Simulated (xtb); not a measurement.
dimethylether (C2H6O), singlet, from a rough starting geometry; GFN2-xTB run with xtb.

xtb was given this input:
```
$ xtb mol.xyz --gfn 2 --opt vtight --json

# file mol.xyz
9

C     -0.03732728     1.15236301     0.08258241
O     -0.02762998     0.05835718     0.83018307
C     -0.01501371    -1.20274738     0.08559235
H     -0.03710821     2.03209027     0.74832233
H      0.89876118     1.21419933    -0.55485692
H     -0.84300343     1.23016036    -0.63268849
H      0.03298499    -2.01525029     0.74985779
H     -0.87692991    -1.20881845    -0.60833111
H      0.89823260    -1.23680985    -0.56807449
```

Problem. What does xtb print? Leave out banner, timings and long lists.

Solution. 
```
   ID    Z sym.   atoms
    1    6 C      1, 3
    2    8 O      2
    3    1 H      4-9

           -------------------------------------------------
          |                Calculation Setup                |
           -------------------------------------------------

           -------------------------------------------------
          |                 G F N 2 - x T B                 |
           -------------------------------------------------

          ...................................................
          :                      SETUP                      :
          :.................................................:
          :  # basis functions                  18          :
          :  # atomic orbitals                  18          :
          :  # shells                           12          :
          :  # electrons                        20          :
          :  max. iterations                   250          :
          :  Hamiltonian                  GFN2-xTB          :
          :  restarted?                      false          :
          :  GBSA solvation                  false          :
          :  PC potential                    false          :
          :  electronic temp.          300.0000000     K    :
          :  accuracy                    1.0000000          :
          :  -> integral cutoff          0.2500000E+02      :
          :  -> integral neglect         0.1000000E-07      :
          :  -> SCF convergence          0.1000000E-05 Eh   :
          :  -> wf. convergence          0.1000000E-03 e    :
          :  Broyden damping             0.4000000          :
          :  net charge                          0          :
          :  unpaired electrons                  0          :
          ...................................................

 iter      E             dE          RMSdq      gap      omega  full diag
   1    -11.4629288 -0.114629E+02  0.441E+00   11.14       0.0  T
   2    -11.4943356 -0.314068E-01  0.223E+00   10.62       1.0  T
   3    -11.4946704 -0.334890E-03  0.952E-01   10.72       1.0  T
   4    -11.4947711 -0.100616E-03  0.120E-01   10.75       1.0  T
   5    -11.4947735 -0.248336E-05  0.545E-02   10.77       1.0  T
   6    -11.4947747 -0.111813E-05  0.590E-03   10.77       5.7  T
   7    -11.4947747 -0.229726E-07  0.252E-03   10.77      13.2  T
   8    -11.4947747 -0.633168E-08  0.819E-04   10.77      40.7  T
   9    -11.4947747 -0.788978E-09  0.182E-04   10.77     182.9  T

   *** convergence criteria satisfied after 9 iterations ***

         :::::::::::::::::::::::::::::::::::::::::::::::::::::
         ::                     SUMMARY                     ::
         :::::::::::::::::::::::::::::::::::::::::::::::::::::
         :: total energy             -11.379330966452 Eh    ::
         :: gradient norm              0.113909778375 Eh/a0 ::
         :: HOMO-LUMO gap             10.767108361665 eV    ::
         ::.................................................::
         :: SCC energy               -11.494774299831 Eh    ::
         :: -> isotropic ES            0.016696172725 Eh    ::
         :: -> anisotropic ES          0.002458684757 Eh    ::
         :: -> anisotropic XC          0.001161226711 Eh    ::
         :: -> dispersion             -0.002840630953 Eh    ::
         :: repulsion energy           0.115443333379 Eh    ::
         :: add. restraining           0.000000000000 Eh    ::
         :: total charge              -0.000000000000 e     ::
         :::::::::::::::::::::::::::::::::::::::::::::::::::::

      -----------------------------------------------------------
     |                   =====================                   |
     |                        A N C O P T                        |
     |                   =====================                   |
     |               Approximate Normal Coordinate               |
     |                Rational Function Optimizer                |
[...]
 * total energy  :   -11.3793310 Eh     change       -0.3012701E-10 Eh
 * total energy  :   -11.3865670 Eh     change       -0.7236066E-02 Eh
 * total energy  :   -11.3883605 Eh     change       -0.1793482E-02 Eh
 * total energy  :   -11.3884898 Eh     change       -0.1293260E-03 Eh
 * total energy  :   -11.3885195 Eh     change       -0.2967963E-04 Eh
 * total energy  :   -11.3885213 Eh     change       -0.1826930E-05 Eh
 * total energy  :   -11.3885220 Eh     change       -0.6289811E-06 Eh
 * total energy  :   -11.3885223 Eh     change       -0.3654369E-06 Eh
 * total energy  :   -11.3885224 Eh     change       -0.6390683E-07 Eh
   *** GEOMETRY OPTIMIZATION CONVERGED AFTER 9 ITERATIONS ***
         :: total energy             -11.388522405548 Eh    ::
[...]
         2        2.0000           -0.6375864             -17.3496
         3        2.0000           -0.6024528             -16.3936
         4        2.0000           -0.5476259             -14.9017
         5        2.0000           -0.5431219             -14.7791
         6        2.0000           -0.5424185             -14.7600
         7        2.0000           -0.4841656             -13.1748
         8        2.0000           -0.4686627             -12.7530
         9        2.0000           -0.4546148             -12.3707
        10        2.0000           -0.4010208             -10.9123 (HOMO)
        11                          0.0516692               1.4060 (LUMO)
        12                          0.1214023               3.3035
        13                          0.1228879               3.3440
        14                          0.1655008               4.5035
        15                          0.1911985               5.2028
        16                          0.1947350               5.2990
        17                          0.1951181               5.3094
        18                          0.2641796               7.1887
      -------------------------------------------------------------
                  HL-Gap            0.4526901 Eh           12.3183 eV
             Fermi-level           -0.1746758 Eh           -4.7532 eV

     #   Z          covCN         q      C6AA      α(0)
     1   6 C        3.658     0.042    20.151     6.443
     2   8 O        1.701    -0.308    19.132     5.906
     3   6 C        3.658     0.042    20.151     6.443
     4   1 H        0.925     0.057     2.236     2.338
     5   1 H        0.924     0.028     2.621     2.532
     6   1 H        0.924     0.028     2.621     2.532
     7   1 H        0.925     0.057     2.236     2.338
     8   1 H        0.924     0.028     2.621     2.532
     9   1 H        0.924     0.028     2.621     2.532

 Mol. C6AA /au·bohr⁶  :        517.952691
 Mol. C8AA /au·bohr⁸  :      10121.721110
 Mol. α(0) /au        :         33.595621

Wiberg/Mayer (AO) data.
largest (>0.10) Wiberg bond orders for each atom

 ---------------------------------------------------------------------------
     #   Z sym  total        # sym  WBO       # sym  WBO       # sym  WBO
 ---------------------------------------------------------------------------
     1   6 C    3.955 --     2 O    1.000     4 H    0.981     6 H    0.977
                             5 H    0.977
     2   8 O    2.075 --     1 C    1.000     3 C    1.000
     3   6 C    3.955 --     2 O    1.000     7 H    0.981     9 H    0.977
                             8 H    0.977
     4   1 H    0.997 --     1 C    0.981
     5   1 H    0.999 --     1 C    0.977
     6   1 H    0.999 --     1 C    0.977
     7   1 H    0.997 --     3 C    0.981
     8   1 H    0.999 --     3 C    0.977
     9   1 H    0.999 --     3 C    0.977
 ---------------------------------------------------------------------------

Topologies differ in total number of bonds
Writing topology from bond orders to xtbtopo.mol

molecular dipole:
                 x           y           z       tot (Debye)
 q only:        0.012      -0.002      -0.435
   full:        0.017      -0.002      -0.621       1.580
molecular quadrupole (traceless):
                xx          xy          yy          xz          yz          zz
 q only:       -0.805      -0.013       2.679       0.030      -0.021      -1.874
  q+dip:        0.530      -0.004       1.634       0.075      -0.019      -2.163
   full:       -0.121      -0.009       2.382       0.060      -0.022      -2.262

optimized geometry written to: xtbopt.xyz

           -------------------------------------------------
          | TOTAL ENERGY              -11.388522405548 Eh   |
          | GRADIENT NORM               0.000059338017 Eh/α |
          | HOMO-LUMO GAP              12.318323472966 eV   |
           -------------------------------------------------

normal termination of xtb
```
